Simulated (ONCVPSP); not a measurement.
**What the settings do to the ONCV potential of gold**

Base potential:

| Property | Result |
| --- | --- |
| Element | Au (Z = 79) |
| Generator | ONCVPSP 4.0.1 |
| Type | optimised norm-conserving Vanderbilt (ONCV) |
| Functional | BLYP |
| Relativity | scalar-relativistic |
| Frozen core | [Kr] 4d10 4f14 |
| Valence charge | 19 |
| Reference configuration | 5s2 5p6 5d8 (charge +3) |
| Partial waves | 5s: rc 1.50 bohr, ncon 3, nbas 8, qcut 9.2 1/bohr, 2 projectors, debl 3.5 Ha; 5p: rc 1.60 bohr, ncon 4, nbas 8, qcut 8.2 1/bohr, 2 projectors, debl 0.6 Ha; 5d: rc 1.50 bohr, ncon 4, nbas 8, qcut 7 1/bohr, 1 projector |
| Local potential | polynomial inside 1.10 bohr (lpopt 5, dvloc0 1 Ha) |
| Core correction | none |

In the s channel the program set the typed energies aside and used -5.314, 0.050 Ha. In the p channel the program set the typed energies aside and used -3.511, 0.250 Ha.

All-electron outer shells of the reference configuration (BLYP, scalar-relativistic, ld1.x):

```tsv
shell	level (eV)	outermost node (bohr)	outermost maximum (bohr)
4f	-117.61	–	0.37
5p	-95.54	0.52	0.94
5d	-40.50	0.56	1.18
```

Cutoffs, loose and tight: the cutoffs (Ha) at which the residual kinetic energy of the hardest occupied pseudo-wave falls to 1 and 0.1 mHa per electron. They do not see the model core or the augmentation charge, which bear on the density cutoff. Test errors are all-electron minus pseudo excitation energies from the reference, over the configurations 5s2 5p6 5d10 6s1; 5s2 5p6 5d10; 5s2 5p6 5d9; 5s2 5p6 5d9 6s1. A dash means not determined; rows that change the core or the reference have their own tests.

| change | outcome | cutoff, loose | cutoff, tight | bound ghosts | GHOST(+) flags above zero | largest test error (meV) |
| --- | --- | --- | --- | --- | --- | --- |
| base | generated, projector energies reset by the program | 29 Ha | 33 Ha | none | s | +33 |

(1) What comes out with this change to the base: s: qcut 14?

(2) What comes out with this change to the base: d: qcut 5.1?

(3) What comes out with this change to the base: s: qcut 8.8; p: qcut 7.9; d: qcut 6.7?

Answers

(1) outcome: failed: ERROR pspot: first pseudo wave function has node, program will stop. Cause: the optimised pseudo-wave of the first projector has a node, so the radial equation cannot be inverted for a potential.

(2) outcome: generated, projector energies reset by the program; cutoff, loose: 81 Ha; cutoff, tight: 103 Ha; bound ghosts: none; GHOST(+) flags above zero: s; largest test error (meV): +29.

(3) outcome: generated, projector energies reset by the program; cutoff, loose: 27 Ha; cutoff, tight: 31 Ha; bound ghosts: none; GHOST(+) flags above zero: s; largest test error (meV): +34.
